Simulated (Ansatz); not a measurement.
Isolated molecules relaxed with PBE0-D4/def2-TZVP in Ansatz; ΔE leaves out vibrations. CCSD(T)/CBS is the MP2 limit (def2-TZVPP, def2-QZVPP) plus CCSD(T) − MP2 in def2-TZVPP, frozen cores. This one scheme is used for every species. Functionals use def2-TZVPP. One conformer a species, not always the lowest.

`C=CBCl` + H₂ → `BC=C` + HCl  (hydrogenolysis of a B–Cl bond)

`C=CBCl`:

Cartesian coordinates in Å:
```
C -0.087 1.265 -0.287
C 0.515 0.081 -0.129
B -0.297 -1.131 0.336
Cl 0.461 -2.693 0.553
H -1.149 1.380 -0.090
H 0.444 2.154 -0.615
H 1.579 0.001 -0.335
H -1.466 -1.057 0.567
```

H₂:

```xyz
2

H    -0.106   -0.094    0.345
H     0.106    0.094   -0.345
```

`BC=C`:

Z-matrix (Å, degrees):
```
B
C 1 1.534
H 1 1.197 2 122.0
H 1 1.199 2 118.7 3 180.0
C 2 1.339 1 120.5 3 180.0
H 2 1.089 1 121.7 3 -0.0
H 5 1.086 2 120.6 1 0.0
H 5 1.087 2 123.0 1 -180.0
```

HCl:

```xyz
2

Cl   -0.113   -0.159   -0.609
H     0.113    0.159    0.609
```

**Question.** Is it downhill or uphill in electronic energy at CCSD(T)/CBS, and by how much? (Best estimate.)

**Answer.** The calculation gave: Uphill: ΔE = +83.2 kJ/mol.

**Question.** What do these levels give: LDA (SPW92), r2SCAN-D4, PBE, BLYP, MP2/def2-SVP, HF/def2-QZVPP? (Estimate.)

**Answer.** Ansatz gave: LDA (SPW92) 93.6, r2SCAN-D4 92.2, PBE 88.0, BLYP 81.0, MP2/def2-SVP 95.1, HF/def2-QZVPP 63.3 kJ/mol.

Largest T1 diagnostic among the species: 0.012.

The D4 term adds +5.8 kJ/mol with B3LYP and +3.1 kJ/mol with PBE0; it sums over pairs of atoms, weighted by their polarisabilities, and B3LYP, whose exchange is more repulsive, gets the larger term. In def2-TZVPP, CCSD(T) changes the Hartree–Fock value by +18.0 kJ/mol (the triples alone add +5.3 kJ/mol) and MP2 by +25.9 kJ/mol.

B3LYP here is the variant with VWN-RPA as its local correlation; programs differ in this.
